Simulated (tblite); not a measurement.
Parent: `[CH3:1][C:2]#[C:3][Si@H:4]1[CH2:5][Si@@H:6]([F:7])[CH2:8]1`, C5H9FSi2.

Computed geometry: GFN2-xTB, gas phase. One conformer each, not checked by frequencies here.

```json
{"coordinate of the parent": "C1–C2", "value": "1.445 Å"}
{"coordinate of the parent": "C2≡C3", "value": "1.205 Å"}
{"coordinate of the parent": "C3–Si4", "value": "1.842 Å"}
{"coordinate of the parent": "Si4–C5", "value": "1.927 Å"}
{"coordinate of the parent": "C5–Si6", "value": "1.907 Å"}
{"coordinate of the parent": "Si6–F7", "value": "1.620 Å"}
{"coordinate of the parent": "Si6–C8", "value": "1.907 Å"}
{"coordinate of the parent": "Si4–C8", "value": "1.927 Å"}
{"coordinate of the parent": "C1–C2–C3", "value": "179.8°"}
{"coordinate of the parent": "C2–C3–Si4", "value": "178.8°"}
{"coordinate of the parent": "C3–Si4–C5", "value": "113.2°"}
{"coordinate of the parent": "C3–Si4–C8", "value": "113.1°"}
{"coordinate of the parent": "C5–Si4–C8", "value": "87.7°"}
{"coordinate of the parent": "Si4–C5–Si6", "value": "91.6°"}
{"coordinate of the parent": "C5–Si6–F7", "value": "110.8°"}
{"coordinate of the parent": "C5–Si6–C8", "value": "88.9°"}
{"coordinate of the parent": "F7–Si6–C8", "value": "110.8°"}
{"coordinate of the parent": "Si4–C8–Si6", "value": "91.6°"}
```

**Question.** How does the shared frame change in `[CH3:1][C:2]#[C:3][Si@:4]1([C:5]#[N:6])[CH2:7][Si@@H:8]([F:9])[CH2:10]1`, C6H8FNSi2? Atoms pair as C1 = C1, C2 = C2, C3 = C3, Si4 = Si4, C5 = C7, Si6 = Si8, F7 = F9, C8 = C10 (parent first).

**Answer.** 
| parent | relative | value in the relative | change |
| --- | --- | --- | --- |
| C1–C2 | C1–C2 | 1.443 Å | -0.002 |
| C2≡C3 | C2≡C3 | 1.206 Å | +0.001 |
| C3–Si4 | C3–Si4 | 1.840 Å | -0.002 |
| Si4–C5 | Si4–C7 | 1.923 Å | -0.004 |
| C5–Si6 | C7–Si8 | 1.912 Å | +0.005 |
| Si6–F7 | Si8–F9 | 1.617 Å | -0.003 |
| Si6–C8 | Si8–C10 | 1.912 Å | +0.005 |
| Si4–C8 | Si4–C10 | 1.923 Å | -0.004 |
| C1–C2–C3 | C1–C2–C3 | 179.9° | +0.1 |
| C2–C3–Si4 | C2–C3–Si4 | 179.8° | +1.0 |
| C3–Si4–C5 | C3–Si4–C7 | 117.2° | +4.0 |
| C3–Si4–C8 | C3–Si4–C10 | 117.3° | +4.2 |
| C5–Si4–C8 | C7–Si4–C10 | 88.3° | +0.6 |
| Si4–C5–Si6 | Si4–C7–Si8 | 91.3° | -0.3 |
| C5–Si6–F7 | C7–Si8–F9 | 110.9° | +0.1 |
| C5–Si6–C8 | C7–Si8–C10 | 89.0° | +0.1 |
| F7–Si6–C8 | F9–Si8–C10 | 110.7° | -0.1 |
| Si4–C8–Si6 | Si4–C10–Si8 | 91.3° | -0.3 |

Of the parent's bonds, Si4–C5, C5–Si6, Si6–C8 and Si4–C8 change most and about equally (-0.004 to +0.005 Å). Bonds of the relative outside the shared frame: Si4–C5 1.871, C5≡N6 1.145 Å.

**Question.** How does the shared frame change in `[CH3:1][C:2]#[C:3][Si@H:4]1[CH2:5][Si@@H:6]([Cl:7])[CH2:8]1`, C5H9ClSi2? Atoms pair as C1 = C1, C2 = C2, C3 = C3, Si4 = Si4, C5 = C5, Si6 = Si6, C8 = C8 (parent first).

**Answer.** 
| parent | relative | value in the relative | change |
| --- | --- | --- | --- |
| C1–C2 | C1–C2 | 1.445 Å | 0.000 |
| C2≡C3 | C2≡C3 | 1.206 Å | +0.001 |
| C3–Si4 | C3–Si4 | 1.841 Å | -0.001 |
| Si4–C5 | Si4–C5 | 1.926 Å | -0.001 |
| C5–Si6 | C5–Si6 | 1.914 Å | +0.007 |
| Si6–C8 | Si6–C8 | 1.914 Å | +0.007 |
| Si4–C8 | Si4–C8 | 1.926 Å | -0.001 |
| C1–C2–C3 | C1–C2–C3 | 179.8° | 0.0 |
| C2–C3–Si4 | C2–C3–Si4 | 178.4° | -0.4 |
| C3–Si4–C5 | C3–Si4–C5 | 112.8° | -0.4 |
| C3–Si4–C8 | C3–Si4–C8 | 112.8° | -0.3 |
| C5–Si4–C8 | C5–Si4–C8 | 87.7° | 0.0 |
| Si4–C5–Si6 | Si4–C5–Si6 | 91.9° | +0.3 |
| C5–Si6–C8 | C5–Si6–C8 | 88.4° | -0.5 |
| Si4–C8–Si6 | Si4–C8–Si6 | 91.8° | +0.2 |

Of the parent's bonds, C5–Si6 and Si6–C8 change most and about equally (+0.007 Å). Bonds of the relative outside the shared frame: Si6–Cl7 2.025 Å.
